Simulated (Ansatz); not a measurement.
Species: ZnS (charge 0, singlet). SMILES: [S]=[Zn]
Geometry: optimised at B3LYP-D3(BJ)/def2-TZVP (Ansatz, a first-principles code).

Computed values are from Ansatz. Correlated levels leave the core frozen unless marked. Open shells are spin-unrestricted. No spin-orbit coupling. The frozen core is the preceding noble-gas configuration, with the filled d and f shells of earlier blocks. Non-relativistic. Basis-set limits of correlation are two-point, X^-3; Hartree-Fock from the larger set.

The Hartree-Fock reference is unstable (checked in the largest basis), which strains HF and MP2. 

Problem. What is the dipole moment at CCSD(T)/def2-SVPD?

Solution. 5.72 D.

Problem. What is the vertical ionisation energy (to the doublet) at CCSD(T)/CBS(def2-TZVPPD,def2-QZVPPD)?

Solution. 8.72 eV.

Problem. What is the T1 diagnostic at CCSD/def2-QZVPPD?

Solution. 0.024.

Problem. What is the atomisation energy De at CCSD(T)/CBS(def2-TZVPPD,def2-QZVPPD)?

Solution. 146.4 kJ/mol.

Problem. What is the total energy at CCSD(T)/CBS(def2-TZVPPD,def2-QZVPPD)?

Solution. -2176.1039 Eh.
